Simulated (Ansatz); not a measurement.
Basis-set series for CH$_{7}$BOSi, SMILES `BCO[SiH3]`. Charge 0, multiplicity 1. The structure was optimised at the PBE0-D4/def2-TZVP level. It is one conformer, not always the lowest.

Z-matrix (Å, degrees):
```
C
O 1 1.414
B 1 1.547 2 115.4
H 1 1.106 2 111.1 3 122.6
H 1 1.106 2 111.1 3 -122.6
Si 2 1.643 1 121.8 3 -179.8
H 3 1.197 1 117.4 2 180.0
H 3 1.194 1 122.2 2 -0.0
H 6 1.491 2 110.8 1 59.7
H 6 1.481 2 106.7 1 179.9
H 6 1.491 2 110.8 1 -59.9
```

```
functional       basis  functions  energy (Eh)  HOMO (eV)  LUMO (eV)
   PBE0-D4    def2-SVP         95   -431.37674      -8.15      -1.41
   PBE0-D4  def2-TZVPP        233   -431.64742      -8.28      -1.50
   ωB97M-V    def2-SVP         95   -431.56695     -10.48       0.66
   ωB97M-V  def2-TZVPP        233   -431.84616     -10.64       0.42
```

Give the rows for def2-QZVPP. (Best estimate.)

Computed: 
```json
{"functional": "PBE0-D4", "basis": "def2-QZVPP", "functions": "451", "energy (Eh)": "-431.66617", "HOMO (eV)": "-8.30", "LUMO (eV)": "-1.52"}
{"functional": "ωB97M-V", "basis": "def2-QZVPP", "functions": "451", "energy (Eh)": "-431.86361", "HOMO (eV)": "-10.66", "LUMO (eV)": "0.33"}
```

Positive LUMOs are unbound and depend on the basis.
